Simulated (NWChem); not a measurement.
Program: NWChem. System: ClIn, charge 0, spin multiplicity 1, at a geometry optimised with PBE/def2-SVP with def2 effective core potentials on In. The structure started from a generated list of species. Level: RHF/def2-TZVP with def2 effective core potentials on In.

Job file:

```
start mol
memory heap 200 mb stack 900 mb global 1100 mb
geometry units angstroms nocenter noautoz
  In     0.000000     0.000000    -0.630692
  Cl     0.000000     0.000000     1.817878
  symmetry group C2v
end
basis spherical
  * library def2-tzvp
end
ecp
  In library def2-ecp
end
scf
  rhf
  nopen 0
  maxiter 100
  thresh 1e-7
  semidirect memsize 60000000 filesize 0
end
task scf energy
```

Part of the output:

```
             Northwest Computational Chemistry Package (NWChem) 7.3.0
             --------------------------------------------------------

                                NWChem Input Module
                                -------------------

 Scaling coordinates for geometry "geometry" by  1.889725989
 (inverse scale =  0.529177249)

 Turning off AUTOSYM since
 SYMMETRY directive was detected!

                             Geometry "geometry" -> ""
                             -------------------------

 Output coordinates in angstroms (scale by  1.889725989 to convert to a.u.)

  No.       Tag          Charge          X              Y              Z
 ---- ---------------- ---------- -------------- -------------- --------------
    1 In                  49.0000     0.00000000     0.00000000    -0.63069200
    2 Cl                  17.0000     0.00000000     0.00000000     1.81787800

 Effective nuclear repulsion energy (a.u.)     180.0253406751

            Nuclear Dipole moment (a.u.)
            ----------------------------
        X                 Y               Z
 ---------------- ---------------- ----------------
     0.0000000000     0.0000000000     0.0000340151

      Symmetry information
      --------------------

 Group name             C2v
 Group number             16
 Group order               4
 No. of unique centers     2

      Symmetry unique atoms

     1    2


 Summary of "ao basis" -> "" (spherical)
 ------------------------------------------------------------------------------
       Tag                 Description            Shells   Functions and Types
 ---------------- ------------------------------  ------  ---------------------
 *                         def2-tzvp                  on all atoms

 Summary of "ao basis" -> "ao basis" (spherical)
 ------------------------------------------------------------------------------
       Tag                 Description            Shells   Functions and Types
 ---------------- ------------------------------  ------  ---------------------
 In                        def2-tzvp                16       50   6s5p3d2f
 Cl                        def2-tzvp                13       37   5s5p2d1f

                                 NWChem SCF Module
                                 -----------------

  ao basis        = "ao basis"
  functions       =    87
  atoms           =     2
  closed shells   =    19
  open shells     =     0
  charge          =   0.00
  wavefunction    = RHF
  use symmetry    = T
  symmetry adapt  = T

 Summary of "ao basis" -> "ao basis" (spherical)
 ------------------------------------------------------------------------------
       Tag                 Description            Shells   Functions and Types
 ---------------- ------------------------------  ------  ---------------------
 In                        def2-tzvp                16       50   6s5p3d2f
 Cl                        def2-tzvp                13       37   5s5p2d1f

      Symmetry analysis of basis
      --------------------------

        a1         37
        a2          8
        b1         21
        b2         21

 Forming initial guess at       0.1s

      Superposition of Atomic Density Guess
      -------------------------------------

 Sum of atomic energies:        -677.53710843

      Non-variational initial energy
      ------------------------------

 Total energy =    -648.656193
 1-e energy   =   -1123.797072
 2-e energy   =     397.987162
 HOMO         =      -0.293450
 LUMO         =      -0.001842

      Symmetry analysis of molecular orbitals - initial
      -------------------------------------------------

 !! scf_movecs_sym_adapt:   58 vectors were symmetry contaminated

  Symmetry fudging

 !! scf_movecs_sym_adapt:   54 vectors were symmetry contaminated

  Numbering of irreducible representations:

     1 a1          2 a2          3 b1          4 b2

  Orbital symmetries:

     1 a1          2 a1          3 a1          4 b1          5 b2
     6 a1          7 a1          8 b1          9 b2         10 a1
    11 b2         12 b1         13 a2         14 a1         15 a1
    16 a1         17 b2         18 b1         19 a1         20 b1
    21 b2         22 a1         23 b1         24 b2         25 a1
    26 a1         27 a1         28 a2         29 b2

 Starting SCF solution at       1.4s

 ----------------------------------------------
         Quadratically convergent ROHF

 Convergence threshold     :          1.000E-07
 Maximum no. of iterations :          100
 Final Fock-matrix accuracy:          1.000E-09
 ----------------------------------------------

              iter       energy          gnorm     gmax       time
             ----- ------------------- --------- --------- --------
                 1     -648.7773974996  5.56D-01  1.72D-01      1.4
                 2     -648.8094344471  1.61D-01  3.46D-02      1.4
                 3     -648.8117728648  1.20D-02  2.48D-03      1.5
                 4     -648.8117925419  9.41D-05  2.52D-05      1.5
                 5     -648.8117925434  8.67D-09  1.93D-09      1.7

       Final RHF  results
       ------------------

         Total SCF energy =   -648.811792543405
      One-electron energy =  -1125.104425229205
      Two-electron energy =    399.138915253628
 Nuclear repulsion energy =     77.153717432172

        Time for solution =      0.3s

       Symmetry analysis of molecular orbitals - final
       -----------------------------------------------

  Numbering of irreducible representations:

     1 a1          2 a2          3 b1          4 b2

  Orbital symmetries:

     1 a1          2 a1          3 a1          4 b1          5 b2
     6 a1          7 b2          8 b1          9 a1         10 a1
    11 a2         12 a1         13 b2         14 b1         15 a1
    16 a1         17 b1         18 b2         19 a1         20 b2
    21 b1         22 a1         23 b2         24 b1         25 a1
    26 a1         27 a2         28 a1         29 b1

             Final eigenvalues
             -----------------

              1
    1 -104.7720
    2  -10.5004
    3   -7.9667
    4   -7.9662
    5   -7.9662
    6   -5.3997
    7   -3.6548
    8   -3.6548
    9   -3.6490
   10   -1.0577
   11   -1.0414
   12   -1.0414
   13   -1.0354
   14   -1.0354
   15   -0.9964
   16   -0.4977
   17   -0.4188
   18   -0.4188
   19   -0.3405
   20    0.0144
   21    0.0144
   22    0.0673
   23    0.1388
   24    0.1388
   25    0.1897
   26    0.2448
   27    0.2524
   28    0.2524
   29    0.2912

                       ROHF Final Molecular Orbital Analysis
                       -------------------------------------

 Vector   17  Occ=2.000000D+00  E=-4.188427D-01  Symmetry=b1
              MO Center= -1.6D-16, -1.6D-31,  1.7D+00, r^2= 1.4D+00
   Bfn.  Coefficient  Atom+Function         Bfn.  Coefficient  Atom+Function
  ----- ------------  ---------------      ----- ------------  ---------------
    65      0.519207  2 Cl px                68      0.372709  2 Cl px
    62      0.242000  2 Cl px                56     -0.191850  2 Cl px

 Vector   18  Occ=2.000000D+00  E=-4.188427D-01  Symmetry=b2
              MO Center=  1.9D-31,  3.0D-16,  1.7D+00, r^2= 1.4D+00
   Bfn.  Coefficient  Atom+Function         Bfn.  Coefficient  Atom+Function
  ----- ------------  ---------------      ----- ------------  ---------------
    66      0.519207  2 Cl py                69      0.372709  2 Cl py
    63      0.242000  2 Cl py                57     -0.191850  2 Cl py

 Vector   19  Occ=2.000000D+00  E=-3.405280D-01  Symmetry=a1
              MO Center=  1.3D-15,  8.8D-16, -4.3D-01, r^2= 3.9D+00
   Bfn.  Coefficient  Atom+Function         Bfn.  Coefficient  Atom+Function
  ----- ------------  ---------------      ----- ------------  ---------------
     5      0.525307  1 In s                  2      0.520550  1 In s
     6      0.483551  1 In s                  1     -0.383247  1 In s
     3     -0.306867  1 In s                 67      0.300772  2 Cl pz
    70      0.235837  2 Cl pz                 4     -0.233468  1 In s
    18     -0.182883  1 In pz                12      0.150776  1 In pz

 Vector   20  Occ=0.000000D+00  E= 1.435193D-02  Symmetry=b2
              MO Center=  1.6D-30,  3.5D-16, -7.6D-01, r^2= 7.2D+00
   Bfn.  Coefficient  Atom+Function         Bfn.  Coefficient  Atom+Function
  ----- ------------  ---------------      ----- ------------  ---------------
    20      0.699079  1 In py                17      0.279282  1 In py
    11     -0.217423  1 In py                14      0.211417  1 In py
    69     -0.192991  2 Cl py

 Vector   21  Occ=0.000000D+00  E= 1.435193D-02  Symmetry=b1
              MO Center=  2.0D-15, -1.7D-30, -7.6D-01, r^2= 7.2D+00
   Bfn.  Coefficient  Atom+Function         Bfn.  Coefficient  Atom+Function
  ----- ------------  ---------------      ----- ------------  ---------------
    19      0.699079  1 In px                16      0.279282  1 In px
    10     -0.217423  1 In px                13      0.211417  1 In px
    68     -0.192991  2 Cl px

 Vector   22  Occ=0.000000D+00  E= 6.726272D-02  Symmetry=a1
              MO Center= -2.8D-15, -8.1D-15, -1.2D+00, r^2= 1.1D+01
   Bfn.  Coefficient  Atom+Function         Bfn.  Coefficient  Atom+Function
  ----- ------------  ---------------      ----- ------------  ---------------
    21      1.221706  1 In pz                18     -0.422767  1 In pz
     5      0.253962  1 In s                 34     -0.232806  1 In d  0
    15      0.192933  1 In pz                55     -0.181556  2 Cl s
     2      0.157719  1 In s

 center of mass
 --------------
 x =   0.00000000 y =   0.00000000 z =  -0.11221871

 moments of inertia (a.u.)
 ------------------
         574.005878037509           0.000000000000           0.000000000000
           0.000000000000         574.005878037509           0.000000000000
           0.000000000000           0.000000000000           0.000000000000

  Mulliken analysis of the total density
  --------------------------------------

    Atom       Charge   Shell Charges
 -----------   ------   -------------------------------------------------------
    1 In  21    20.44   0.40 -0.84  1.58  0.85  1.08  0.82 -0.41  6.37  0.22  0.24  0.04  8.94  1.05  0.08  0.02  0.00
    2 Cl  17    17.56   2.01  0.45  1.52  1.07  0.91  4.18  1.69  1.07  2.85  1.80  0.00  0.01  0.00

       Multipole analysis of the density wrt the origin
       ------------------------------------------------

     L   x y z        total         open         nuclear
     -   - - -        -----         ----         -------
     0   0 0 0      0.000000      0.000000     38.000000

     1   1 0 0     -0.000000      0.000000      0.000000
     1   0 1 0     -0.000000      0.000000      0.000000
     1   0 0 1     -1.491674      0.000000     33.371416

     2   2 0 0    -25.353166      0.000000      0.000000
     2   1 1 0      0.000000      0.000000      0.000000
     2   1 0 1      0.000000      0.000000      0.000000
     2   0 2 0    -25.353166      0.000000      0.000000
     2   0 1 1     -0.000000      0.000000      0.000000
     2   0 0 2    -32.941687      0.000000    230.450735

 Task  times  cpu:        1.7s     wall:        1.7s

 Total times  cpu:        1.7s     wall:        1.7s
```
